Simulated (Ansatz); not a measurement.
Consider the substitution at a C–S bond: `C=C([SiH3])SS` + CH₃OH → `C=C([SiH3])OC` + `SS`.

Computed with Ansatz on PBE0-D4/def2-TZVP structures; ΔE is electronic, products minus reactants. CCSD(T)/CBS is the MP2 limit (def2-TZVPP, def2-QZVPP) plus CCSD(T) − MP2 in def2-TZVPP, frozen cores. This one scheme is used for every species. Functionals use def2-TZVPP. B3LYP here is the variant with VWN-RPA as its local correlation; programs differ in this. One conformer a species, not always the lowest.

`C=C([SiH3])SS`:

```xyz
11

C     0.704    0.637   -1.622
C     0.127   -0.041   -0.628
Si    0.740    0.110    1.139
S    -1.175   -1.157   -1.038
S    -2.137   -1.486    0.728
H     1.560    1.275   -1.433
H     0.359    0.571   -2.650
H     1.004   -1.225    1.730
H    -0.219    0.852    1.993
H     2.005    0.887    1.059
H    -2.968   -0.423    0.722
```

CH₃OH:

```xyz
6

C     0.220    0.055    0.275
O    -1.003    0.044   -0.425
H     0.016    0.450    1.270
H     0.969    0.700   -0.201
H     0.645   -0.950    0.388
H    -0.847   -0.299   -1.307
```

`C=C([SiH3])OC`:

Z-matrix (Å, degrees):
```
Si
C 1 1.877
H 1 1.486 2 110.2
H 1 1.486 2 110.2 3 -119.7
H 1 1.485 2 108.2 3 120.2
O 2 1.356 1 111.9 3 60.0
C 2 1.336 1 122.5 3 -120.0
C 6 1.409 2 117.2 1 180.0
H 7 1.081 2 119.1 1 -0.0
H 7 1.083 2 123.8 1 180.0
H 8 1.095 6 111.0 2 -60.7
H 8 1.089 6 106.5 2 -179.9
H 8 1.095 6 111.1 2 60.8
```

`SS`:

```xyz
4

S    -0.739   -0.633   -0.564
S     0.368   -0.069    1.061
H    -1.179    0.583   -0.941
H     1.550    0.120    0.444
```

CCSD(T)/CBS gives +27.9 kJ/mol.

Q: Another level gave +16.9 kJ/mol. Which?
A. ωB97X-V/def2-TZVPP
B. HF/def2-TZVPP
C. B3LYP/def2-TZVPP
D. PBE-D4/def2-TZVPP

A: A. ωB97X-V 16.9, PBE-D4 25.2, B3LYP 12.5, HF/def2-TZVPP 6.5 kJ/mol.

Largest T1 diagnostic among the species: 0.013.

The D4 term adds +9.0 kJ/mol with B3LYP and +4.7 kJ/mol with PBE0; it sums over pairs of atoms, weighted by their polarisabilities, and B3LYP, whose exchange is more repulsive, gets the larger term. In def2-TZVPP, CCSD(T) changes the Hartree–Fock value by +16.3 kJ/mol (the triples alone add +3.4 kJ/mol) and MP2 by +25.8 kJ/mol.
